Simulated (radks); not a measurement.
Spin polarisation of the 2p3 shell in the oxygen ion O+. Start: [He] 2s2 2p(up 1.5, down 1.5); electrons of 2p are moved from spin down to spin up, other shells keep equal spins. Calculated with a radial shooting solver on a logarithmic mesh with Libxc functionals: non-relativistic Kohn-Sham, PBE, spin-polarised, spherical densities, point nucleus.

moment (Bohr magnetons)  E - E(0) (eV)  e(2p up) (eV)  e(2p down) (eV)  2s down minus up (eV)  1s down minus up (eV)
0                                0.000        -24.457          -24.457                  0.000                  0.000
0.75                            -0.264        -25.105          -23.694                  1.424                  0.546
1.5                             -1.060        -25.642          -22.805                  2.869                  1.092
2.25                            -2.395        -26.066          -21.781                  4.351                  1.636
3                               -4.277        -26.369          -20.609                  5.882                  2.178

At moment 3 the spin-polarisation energy is -4.277 eV and the 2p exchange splitting 5.761 eV, that is 1.920 eV per Bohr magneton; E = -I m^2/4 would give I = 1.901 eV.
